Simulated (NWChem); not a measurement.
Species: SrBrF; SMILES [Br][Sr][F]

Computed with NWChem. Geometry: optimised at PBE0/def2-SVP. def2 effective core potentials on Sr; no spin-orbit coupling. Ions are spin-unrestricted doublets at the neutral geometry; other ion states weren't tried.

For level B3LYP/def2-TZVP:

- −ε(HOMO) (eV) = 6.98

### Question
Estimate the same quantities for level M06-2X/def2-TZVP.

### Answer
| Quantity | Value |
|---|---|
| −ε(HOMO) (eV) | 8.44 |
